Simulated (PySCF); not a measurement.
# How methods differ on the ionisation energy of Ag⁺

Ag⁺ [Kr] 4d10 (1S) → Ag²⁺ [Kr] 4d9 (2D), as a difference of total energies. Calculation: PySCF 2.14, in aug-cc-pVTZ-PP with ECP28MDF (6s6p5d3f2g, 88 functions); a scalar-relativistic core potential. Correlated levels: valence: 4s2 4p6 frozen. The calculations carry no spin-orbit coupling.

```csv
method,ionisation energy (eV)
UHF,19.671
MP2 (valence),21.806
SCS-MP2 (valence),21.590
CCSD (valence),21.395
CCSD(T) (valence),21.527
```

**Question.** How much does correlation contribute at CCSD(T) (valence)?

**Answer.** 21.527 − (19.671) = 1.856 eV, measured against UHF.

The reference lies between the lowest fine-structure levels, while these numbers refer to the centres of the terms.

Errors of the correlated levels include the incompleteness of this basis and the frozen core.

For comparison: 21.484 eV (measured; NIST Atomic Spectra Database, ionization energies).
